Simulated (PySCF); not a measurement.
`Cc1pc2ccccc2n1C`: 4 charge schemes on one density

Species: C9H10NP.
Numbering: `[CH3:1][c:2]1[p:3][c:4]2[cH:5][cH:6][cH:7][cH:8][c:9]2[n:10]1[CH3:11]` (hydrogens: H12, H13, H14 on C1; H15 on C5; H16 on C6; H17 on C7; H18 on C8; H19, H20, H21 on C11)

Geometry (GFN2-xTB, Å), atoms numbered from 1 in this order:
```
atom  x, y, z in Å
C1    -2.953   -0.669    0.919
C2    -1.475   -0.672    0.715
P3    -0.406   -1.815    1.435
C4     0.944   -0.990    0.620
C5     2.307   -1.283    0.655
C6     3.185   -0.502   -0.059
C7     2.724    0.577   -0.816
C8     1.384    0.888   -0.868
C9     0.487    0.103   -0.147
N10   -0.872    0.259   -0.077
C11   -1.548    1.315   -0.783
H12   -3.485   -0.808   -0.024
H13   -3.215   -1.490    1.582
H14   -3.290    0.262    1.377
H15    2.658   -2.119    1.242
H16    4.242   -0.720   -0.039
H17    3.431    1.177   -1.370
H18    1.040    1.725   -1.456
H19   -2.618    1.268   -0.600
H20   -1.372    1.223   -1.858
H21   -1.178    2.288   -0.450
```

Density: PBE0/pcSseg-1 (PySCF); schemes: Mulliken, IAO, Hirshfeld and ESP-fitted. Isolated species at its GFN2-xTB geometry, gas phase.

**Question.** What partial charge does each atom carry?

**Answer.** In e; atoms taken as equivalent share a row and are averaged (×n: the atom named and its like, n in all):

```csv
atom,environment,Mulliken,IAO,Hirshfeld,ESP-fitted
C1,benzylic-type carbon,-0.177,-0.430,-0.121,-0.599
C2,substituted aromatic carbon,-0.227,-0.123,-0.005,+0.126
P3,phosphorus bonded to 2 C,+0.380,+0.200,-0.021,-0.293
C4,ring-fusion aromatic carbon,-0.519,-0.224,-0.083,+0.174
C5,aromatic CH carbon,-0.016,-0.143,-0.054,-0.229
C6,aromatic CH carbon,-0.073,-0.171,-0.063,-0.204
C7,aromatic CH carbon,-0.078,-0.155,-0.057,-0.126
C8,aromatic CH carbon,-0.064,-0.194,-0.071,-0.173
C9,ring-fusion aromatic carbon,+0.396,+0.074,+0.029,-0.112
N10,pyrrole-type nitrogen,-0.718,-0.066,-0.005,+0.156
C11,N-methyl carbon,-0.054,-0.313,-0.050,-0.288
H12/H13/H14,methyl hydrogen,+0.140,+0.156,+0.049,+0.189
H15,aromatic hydrogen,+0.074,+0.154,+0.049,+0.193
H16,aromatic hydrogen,+0.086,+0.151,+0.046,+0.151
H17,aromatic hydrogen,+0.085,+0.152,+0.048,+0.137
H18,aromatic hydrogen,+0.083,+0.146,+0.043,+0.140
H19/H20/H21,methyl hydrogen,+0.134,+0.158,+0.055,+0.127
```

Mean size of the charges over all atoms: ESP-fitted 0.193 e, Mulliken 0.183 e, IAO 0.173 e, Hirshfeld 0.050 e. Each set sums to the total charge, 0, to within 0.001 e. The IAO scheme counts the electrons in orthogonalised intrinsic atomic orbitals, a minimal basis polarised so that it spans the occupied orbitals exactly.

Some averages cover members that differ in this geometry: H12/H13/H14, ESP-fitted +0.170 to +0.228 e.

Lowest charge. The schemes don't all agree: Mulliken N10 (-0.718); IAO C1 (-0.430); Hirshfeld C1 (-0.121); ESP-fitted C1 (-0.599).

Highest charge. The schemes don't all agree: Mulliken C9 (+0.396); IAO P3 (+0.200); Hirshfeld H19/H20/H21 (+0.055); ESP-fitted H15 (+0.193).

**Question.** Sum the charges by element, for elements with more than one atom.

**Answer.** 
| element | atoms | Mulliken | IAO | Hirshfeld | ESP-fitted |
| --- | --- | --- | --- | --- | --- |
| C | 9 | -0.812 | -1.678 | -0.474 | -1.432 |
| H | 10 | +1.149 | +1.544 | +0.500 | +1.569 |

**Question.** How many electrons does the Mulliken scheme count on N10?

**Answer.** Z − q = 7 − (-0.718) = 7.718.

**Question.** How closely do the schemes follow one another over all atoms?

**Answer.** Correlation coefficient and root-mean-square difference: IAO with Hirshfeld 0.92, 0.139 e; Hirshfeld with ESP-fitted 0.77, 0.180 e; IAO with ESP-fitted 0.67, 0.169 e; Mulliken with IAO 0.61, 0.202 e; Mulliken with Hirshfeld 0.50, 0.228 e; Mulliken with ESP-fitted -0.04, 0.340 e.
